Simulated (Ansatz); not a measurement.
H₂Cl₂FGeN, singlet, geometry from GFN2-xTB; CASSCF(4,5)/STO-3G (Ansatz, a quantum-chemistry and plane-wave program).

Here is a job for Ansatz.
Ansatz 0.2 input:
```yaml
crystal:
  periodic: [false, false, false]
  atoms:
    - {symbol: N, position_ang: [1.93806127, -0.28757513, 0.33649633]}
    - {symbol: Ge, position_ang: [0.15268217, -0.07710321, 0.14048698]}
    - {symbol: F, position_ang: [-0.44395482, -0.75903348, 1.64374429]}
    - {symbol: Cl, position_ang: [-0.34485662, 1.94370685, 0.08971545]}
    - {symbol: Cl, position_ang: [-0.78683411, -1.21317737, -1.37334124]}
    - {symbol: H, position_ang: [2.25194800, -1.22403085, 0.55092481]}
    - {symbol: H, position_ang: [2.53012907, 0.11665923, -0.37404260]}
basis:
  gaussian:
    orbitals: STO-3G
hamiltonian:
  xc: hf
magnetization: {spin_polarized: false}
correlation: {active_space: {window: {electrons: 4, orbitals: 5}}}
```

Output, abridged:

```
Functional definition: HF
546 factors; integrals over basis functions are off by at most 3.0e-5 eV
mean field evaluation 1: about -84733.2613 eV, gradient 2.4e1 eV
mean field evaluation 2: about -84733.3199 eV, gradient 2.4e1 eV
mean field evaluation 4: about -84736.3221 eV, gradient 1.5e0 eV
mean field evaluation 8: about -84736.3406 eV, gradient 2.6e-2 eV
mean field -84736.34064700 eV, -3114.0030824227 hartree, gradient 7.2e-7 eV, S^2 0.000000; 0 other end points of the search recorded, 0 dependent functions left out
reference -84736.34064700 eV, -3114.0030824227 hartree; 42, 42 occupied and 6, 6 virtual orbitals, 546 factors
state -84737.24654437 eV, -3114.0363735368 hartree
Total energy: -84737.24654437 eV, -3114.0363735368 hartree
```
